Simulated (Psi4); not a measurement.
beryllium atom (Be), singlet; Psi4 1.11 with PBE/6-31G*.

Psi4 was given this input:
```
memory 2 GB

molecule mol {
0 1
  Be    0.000000    0.000000    0.000000
}

set basis 6-31g*
set reference rks

energy('pbe')
print_variables()
```

The log (banner, timings and long lists left out):

```
   => Loading Basis Set <=

    Name: 6-31G*
    Role: ORBITAL
    Keyword: BASIS

         ---------------------------------------------------------
                                   SCF
               by Justin Turney, Rob Parrish, Andy Simmonett
                          and Daniel G. A. Smith
                              RKS Reference
         ---------------------------------------------------------

  ==> Geometry <==

    Molecular point group: d2h
    Geometry (in Angstrom), charge = 0, multiplicity = 1:

       Center              X                  Y                   Z               Mass
    ------------   -----------------  -----------------  -----------------  -----------------
         BE           0.000000000000     0.000000000000     0.000000000000     9.012183065000

  Running in d2h symmetry.

  Rotational constants: A = ************  B = ************  C = ************ [cm^-1]
  Rotational constants: A = ************  B = ************  C = ************ [MHz]
  Nuclear repulsion =    0.000000000000000

  Charge       = 0
  Multiplicity = 1
  Electrons    = 4
  Nalpha       = 2
  Nbeta        = 2

  ==> Algorithm <==

  SCF Algorithm Type is DF.
  DIIS enabled.
  MOM disabled.
  Fractional occupation disabled.
  Guess Type is CORE.
  Energy threshold   = 1.00e-06
  Density threshold  = 1.00e-06
  Integral threshold = 1.00e-12

  ==> Primary Basis <==

  Basis Set: 6-31G*
    Blend: 6-31G*
    Number of shells: 6
    Number of basis functions: 15
    Number of Cartesian functions: 15
    Spherical Harmonics?: false
    Max angular momentum: 2

  ==> DFT Potential <==

   => LibXC <=

    Version 7.1.2
    S. Lehtola, C. Steigemann, M. J. T. Oliveira, and M. A. L. Marques,  SoftwareX 7, 1–5 (2018) (10.1016/j.softx.2017.11.002)

   => Composite Functional: PBE <=

    PBE GGA Exchange-Correlation Functional

    J.P. Perdew et. al., Phys. Rev. Lett., 77(18), 3865-3868, 1996

    Deriv               =              1
    GGA                 =           TRUE
    Meta                =          FALSE

    Exchange Hybrid     =          FALSE
    MP2 Hybrid          =          FALSE

   => Exchange Functionals <=

    1.0000     XC_GGA_X_PBE

   => Correlation Functionals <=

    1.0000     XC_GGA_C_PBE

   => LibXC Density Thresholds  <==

    XC_GGA_C_PBE:  1.00E-12
    XC_GGA_X_PBE:  1.00E-15

   => Molecular Quadrature <=

    Radial Scheme          =       TREUTLER
    Pruning Scheme         =           NONE
[...]
   @DF-RKS iter   3:   -14.62532112192270   -1.96052e-02   2.63323e-03 DIIS/ADIIS
   @DF-RKS iter   4:   -14.62547021047854   -1.49089e-04   6.80343e-05 DIIS
   @DF-RKS iter   5:   -14.62547032768751   -1.17209e-07   5.16053e-07 DIIS
  Energy and wave function converged.

  ==> Post-Iterations <==

   Electrons on quadrature grid:
      Ntotal   =    4.0000000000 ; deviation = -9.615e-12

    Orbital Energies [Eh]
    ---------------------

    Doubly Occupied:

[...]
    Virtual:

[...]
       6Ag     2.511134

    Final Occupation by Irrep:
             Ag   B1g   B2g   B3g    Au   B1u   B2u   B3u
    DOCC [     2,    0,    0,    0,    0,    0,    0,    0 ]
    NA   [     2,    0,    0,    0,    0,    0,    0,    0 ]
    NB   [     2,    0,    0,    0,    0,    0,    0,    0 ]

  @DF-RKS Final Energy:   -14.62547032768751

   => Energetics <=

    Nuclear Repulsion Energy =              0.0000000000000000
    One-Electron Energy =                 -19.1083030310152147
    Two-Electron Energy =                   7.2105195343160915
    DFT Exchange-Correlation Energy =      -2.7276868309883855
    Empirical Dispersion Energy =           0.0000000000000000
    VV10 Nonlocal Energy =                  0.0000000000000000
    Total Energy =                        -14.6254703276875091

Computation Completed

Properties will be evaluated at   0.000000,   0.000000,   0.000000 [a0]

Properties computed using the SCF density matrix

 Multipole Moments:

 ------------------------------------------------------------------------------------
     Multipole            Electronic (a.u.)      Nuclear  (a.u.)        Total (a.u.)
 ------------------------------------------------------------------------------------

 L = 1.  Multiply by 2.5417464519 to convert [e a0] to [Debye]
 Dipole X            :          0.0000000            0.0000000            0.0000000
 Dipole Y            :          0.0000000            0.0000000            0.0000000
 Dipole Z            :          0.0000000            0.0000000            0.0000000
 Magnitude           :                                                    0.0000000

 ------------------------------------------------------------------------------------

  Variable Map:
  ----------------------------------------------------------------------------
[...]
  Array Variable Map:
  ----------------------------------------------------------------------------
[...]
[...]
```
